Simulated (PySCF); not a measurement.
H3F3OSi2 (SMILES F[SiH2]O[SiH](F)F), singlet, at a GFN2-xTB geometry, atoms displaced at random by about 0.08 Å a coordinate; B3LYP/6-31G, gradient (PySCF).

The PySCF input:
```python
from pyscf import gto, scf, dft

mol = gto.Mole()
mol.atom = '''
    Si   -1.89075624   -0.55134467   -0.03613241
    F    -2.62306253    0.60562637   -0.80658606
    O    -0.27795938    0.03031059    0.19504666
    Si    1.23885703    0.46527938    0.13884502
    F     1.94261692    0.27978703    1.29975061
    F     1.97847845   -0.48263583   -0.93993053
    H    -2.42584509   -0.50215689    1.38715391
    H    -1.73195840   -1.86673063   -0.69832163
    H     1.28429049    1.87305451   -0.42985007
'''
mol.basis = '6-31g'
mol.verbose = 3
mol.build()

mf = dft.RKS(mol)
mf.xc = 'b3lyp'
mf.conv_tol = 1e-4
mf.kernel()
g = mf.nuc_grad_method()
grad = g.kernel()
```

**Question.** Predict the main parts of the log of this PySCF run.

**Answer.** 
```
converged SCF energy = -955.489761036013
--------------- RKS gradients ---------------
         x                y                z
0 Si    -0.0682315110     0.0392104948    -0.0756030974
1 F     0.0453723863    -0.0567084163     0.0522217968
2 O     0.0724948014     0.0279881950    -0.0014181333
3 Si     0.1726842537    -0.1071604653     0.3356245764
4 F    -0.2053754965     0.0502439993    -0.3511814311
5 F    -0.0223880657     0.0294999009     0.0338611808
6 H     0.0021719628     0.0078581043     0.0104073148
7 H     0.0068650686     0.0008235368     0.0061271586
8 H    -0.0035271798     0.0085104425    -0.0101120272
----------------------------------------------
```
